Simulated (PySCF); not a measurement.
C4H8F2O2Si.
Z-matrix (Å and degrees, PBE0-D3(BJ)/def2-SVP geometry), rows numbered from 1:
```
F 
C   1  1.3575
F   2  1.3517  1  107.41
C   2  1.5108  1  110.36  3  -120.57
C   4  1.5328  2  111.31  1    62.61
O   5  1.4089  4  111.73  2   177.56
Si  6  1.6639  5  118.73  4    50.30
O   7  1.6678  6  105.28  5   -38.64
C   8  1.4063  7  117.98  6    39.11
H   2  1.1051  1  107.71  3   116.16
H   4  1.1038  2  106.90  1  -179.65
H   5  1.1073  4  109.13  2   -59.51
H   5  1.0997  4  109.59  2    57.64
H   7  1.4940  6  110.31  5    79.84
H   7  1.4802  6  109.65  5  -156.27
H   9  1.1077  4  109.02  2    60.69
H   9  1.1032  4  109.94  2   -56.24
```

Computed with PySCF at PBE0/pcSseg-1 and CAM-B3LYP/def2-SVPD, non-relativistic, on one gas-phase PBE0-D3(BJ)/def2-SVP geometry that isn't relaxed in the solvent. The solvent is an IEF-PCM continuum (Bondi radii, 1.10 Å for H, scaled by 1.2). The model holds no explicit solvent molecules, cavitation or dispersion.

Gas phase at PBE0/pcSseg-1: HOMO -8.25 eV, LUMO 0.70 eV, dipole 1.23 D.

Question: What does the continuum do to the energy, the frontier levels and the dipole at PBE0/pcSseg-1 in benzene and dimethylsulfoxide?

Answer: 
```tsv
solvent	ε	E(solvent) − E(gas) (kJ/mol)	polarisation term (kJ/mol)	distortion of the solute (kJ/mol)	HOMO (eV)	LUMO (eV)	dipole (D)
benzene	2.271	-10.73	-11.25	0.52	-8.17	0.75	1.41
dimethylsulfoxide	46.83	-24.15	-26.96	2.81	-8.12	0.76	1.68
```

The first energy column is the sum of the next two and covers electrostatics alone. From benzene to dimethylsulfoxide the lowering changes by a factor 2.25, Onsager's factor (ε − 1)/(2ε + 1) by 2.11 and ε itself by 20.6.

Question: Which radius a makes the point-dipole formula ΔE = −[(ε − 1)/(2ε + 1)]·μ²/a³ give the value in dimethylsulfoxide, with the gas-phase dipole?

Answer: μ = 0.483 au and |ΔE| = 0.00920 Eh give a = 1.22 Å; the farthest nucleus lies 3.66 Å from the centroid of the nuclei, so such a sphere wouldn't even hold the nuclei. The formula assumes a rigid point dipole at the centre of a sphere.

Question: Which IAO charges (PBE0/pcSseg-1) respond most in benzene (means over atoms taken as equivalent)?

Answer: 
```
  atoms              environment  gas (e)  solvent (e)  change
    H10         methine hydrogen   +0.139       +0.149  +0.010
  O6/O8       silyl ether oxygen   -0.642       -0.648  -0.006
  F1/F3  fluorine of a CF2 group   -0.304       -0.309  -0.005
    H11         methine hydrogen   +0.154       +0.158  +0.004
H13/H17       methylene hydrogen   +0.152       +0.155  +0.003
H12/H16       methylene hydrogen   +0.127       +0.129  +0.002
```

Question: How do the nuclear quadrupole coupling constants eQVzz/h respond in benzene?

Answer: 
```tsv
nucleus	Q (barn)	gas (MHz)	solvent (MHz)	η gas	η solvent
17O at O6	-0.0256	-10.39	-10.32	0.48	0.48
17O at O8	-0.0256	-10.44	-10.34	0.49	0.50
```

Gas phase at CAM-B3LYP/def2-SVPD: HOMO -9.73 eV, LUMO 1.08 eV, dipole 1.25 D.

Question: What does the continuum do to the energy, the frontier levels and the dipole at CAM-B3LYP/def2-SVPD in benzene?

Answer: 
```csv
solvent,ε,E(solvent) − E(gas) (kJ/mol),polarisation term (kJ/mol),distortion of the solute (kJ/mol),HOMO (eV),LUMO (eV),dipole (D)
benzene,2.271,-10.93,-11.57,0.64,-9.64,1.21,1.44
```

Question: How does the static polarisability (CAM-B3LYP/def2-SVPD, frozen core, with the continuum's full static response) change?

Answer: 
| medium | isotropic (au) | principal values (au) | ⟨r²⟩ of the electrons (bohr²) |
| --- | --- | --- | --- |
| gas | 76.8 | 69.4, 72.3, 88.6 | 1491.5 |
| benzene | 86.1 | 78.9, 81.7, 97.7 | 1491.8 |

The isotropic value in benzene is 1.12 times the gas-phase one; no cavity-field correction is applied. ⟨r²⟩ is taken about the centre of nuclear charge.

The run took 25 s of wall time on one thread of an Arm Neoverse V2, shared host with 96 logical CPUs at a one-minute load of 143, and the process peaked at 1.2 GiB of memory. This is the whole shielding run at PBE0/pcSseg-1 in dimethylsulfoxide, SCF included.
